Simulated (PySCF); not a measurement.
Record of a relaxation.

Compound: CH8GeSSi.
Numbering: `[CH3:1][SiH2:2][S:3][GeH3:4]` (hydrogens: H5, H6, H7 on C1; H8, H9 on Si2; H10, H11, H12 on Ge4)

Method: PBE0-D3(BJ)/def2-SVP geometry optimisation, gas phase in PySCF; density fitting, grid level 1; the optimiser is geomeTRIC in internal coordinates, started from a GFN2-xTB structure with every atom displaced at random (about 0.01 Å). The frame can shift and turn from step to step; on so coarse a grid that alone can change the energy by a few meV, and forces under 0.02 eV/Å are noise.

Step 0: E = -76370.7741 eV, largest atomic force 1.587 eV/Å
```
atom  x, y, z in Å  |  force x, y, z in eV/Å
C1     -1.685    0.517    0.309   -0.889   0.029  -0.733
Si2    -0.870   -1.076   -0.228    0.950   1.143   0.167
S3      0.940   -0.640   -1.324    0.121  -0.043  -0.155
Ge4     2.160    0.382    0.230   -1.351  -0.159   0.372
H5     -1.127    1.053    1.056    0.593   0.289   0.686
H6     -2.695    0.354    0.713   -0.035  -0.142   0.096
H7     -1.812    1.217   -0.538    0.116  -0.244  -0.013
H8     -0.492   -1.885    0.929   -0.031  -0.428   0.521
H9     -1.627   -1.812   -1.199   -0.751  -0.614  -0.629
H10     3.492    0.616   -0.314    1.409   0.208  -0.699
H11     1.516    1.700    0.632   -0.156   0.355   0.007
H12     2.241   -0.455    1.488    0.025  -0.395   0.381
```

Step 1: E = -76370.9207 eV, largest atomic force 0.527 eV/Å
```
atom  x, y, z in Å  |  force x, y, z in eV/Å
C1     -1.753    0.437    0.118    0.378   0.272   0.073
Si2    -0.763   -1.045   -0.461   -0.343  -0.215  -0.033
S3      1.014   -0.557   -1.573   -0.050   0.040   0.090
Ge4     2.139    0.488    0.044    0.495   0.132  -0.012
H5     -1.193    1.023    0.870   -0.086  -0.053  -0.115
H6     -2.696    0.123    0.578   -0.156  -0.152   0.081
H7     -1.988    1.099   -0.726    0.002   0.055  -0.062
H8     -0.436   -1.905    0.721    0.090   0.026  -0.030
H9     -1.600   -1.845   -1.411    0.098   0.008   0.007
H10     3.569    0.738   -0.549   -0.473  -0.078   0.219
H11     1.470    1.839    0.403    0.066  -0.157  -0.042
H12     2.214   -0.412    1.307   -0.023   0.121  -0.175
```

Step 2: E = -76370.9408 eV, largest atomic force 0.120 eV/Å
```
atom  x, y, z in Å  |  force x, y, z in eV/Å
C1     -1.743    0.446    0.116    0.034   0.056   0.011
Si2    -0.779   -1.055   -0.461   -0.099  -0.068  -0.006
S3      1.000   -0.554   -1.564    0.028   0.037   0.013
Ge4     2.138    0.490    0.047    0.101   0.007  -0.051
H5     -1.179    1.030    0.859   -0.006  -0.019  -0.017
H6     -2.689    0.127    0.583   -0.001  -0.007  -0.002
H7     -1.978    1.108   -0.732    0.000  -0.020   0.001
H8     -0.423   -1.910    0.715    0.012   0.015   0.004
H9     -1.595   -1.862   -1.416    0.019   0.010   0.008
H10     3.543    0.736   -0.531   -0.062  -0.015   0.025
H11     1.473    1.830    0.406   -0.016   0.013   0.001
H12     2.209   -0.404    1.298   -0.010  -0.011   0.012
```

Step 3: E = -76370.9416 eV, largest atomic force 0.027 eV/Å
```
atom  x, y, z in Å  |  force x, y, z in eV/Å
C1     -1.744    0.447    0.114   -0.007   0.006   0.000
Si2    -0.783   -1.057   -0.461   -0.015  -0.021   0.005
S3      0.997   -0.548   -1.561    0.011   0.015  -0.001
Ge4     2.142    0.491    0.049   -0.007  -0.006  -0.002
H5     -1.177    1.031    0.855    0.006  -0.004  -0.001
H6     -2.689    0.129    0.583    0.002   0.007  -0.001
H7     -1.979    1.105   -0.736   -0.003  -0.006  -0.003
H8     -0.422   -1.907    0.716    0.001   0.005   0.004
H9     -1.595   -1.866   -1.417    0.004   0.003  -0.001
H10     3.542    0.731   -0.528    0.012  -0.001  -0.006
H11     1.477    1.832    0.409   -0.001   0.001   0.001
H12     2.206   -0.406    1.299   -0.004   0.000   0.005
```

Step 4: E = -76370.9417 eV, largest atomic force under 0.02 eV/Å
```
atom  x, y, z in Å  |  force x, y, z in eV/Å
C1     -1.745    0.447    0.111   -0.011  -0.006  -0.003
Si2    -0.785   -1.057   -0.461    0.007  -0.003   0.005
S3      0.996   -0.544   -1.561    0.001   0.005  -0.002
Ge4     2.143    0.490    0.051   -0.013  -0.006   0.004
H5     -1.177    1.032    0.850    0.006   0.002  -0.001
H6     -2.690    0.131    0.583    0.001   0.006   0.001
H7     -1.982    1.103   -0.740   -0.001  -0.001  -0.003
H8     -0.421   -1.904    0.718   -0.002   0.002   0.002
H9     -1.593   -1.869   -1.417    0.000  -0.001  -0.002
H10     3.545    0.726   -0.526    0.011   0.000  -0.004
H11     1.482    1.833    0.411    0.002   0.001   0.000
H12     2.203   -0.408    1.300   -0.002   0.002   0.002
```

Problem. Summarise the path.

Solution. The energy falls by 16.18 kJ/mol from step 0 to step 4; nine tenths of that is first reached at step 2. It falls at every step. The largest force goes from 1.587 to under 0.02 eV/Å. Among the bonds Ge4–H10 changes most, from 1.458 to 1.534 Å; the atoms move by 0.074 Å rms after alignment.

Problem. Follow the three bonds and two angles with the largest change from start to end.

Solution. 
```csv
step,E above end (kJ/mol),largest force (eV/Å),Ge4–H10 (Å),Si2–H9 (Å),Si2–H8 (Å),H8–Si2–H9 (°),H11–Ge4–H12 (°)
0,16.18,1.587,1.458,1.435,1.462,112.8,106.4
1,2.03,0.527,1.568,1.497,1.498,108.4,109.7
2,0.09,0.120,1.539,1.494,1.497,108.9,109.6
3,0.01,0.027,1.534,1.493,1.496,109.1,109.6
4,0.00,under 0.02,1.534,1.492,1.496,109.2,109.6
```

The cost below is that of the whole optimisation. The run took 36 s wall on one thread, Arm Neoverse V1 (aarch64), shared host with 32 logical CPUs at a one-minute load of 36, and the process peaked at 0.51 GiB of memory.
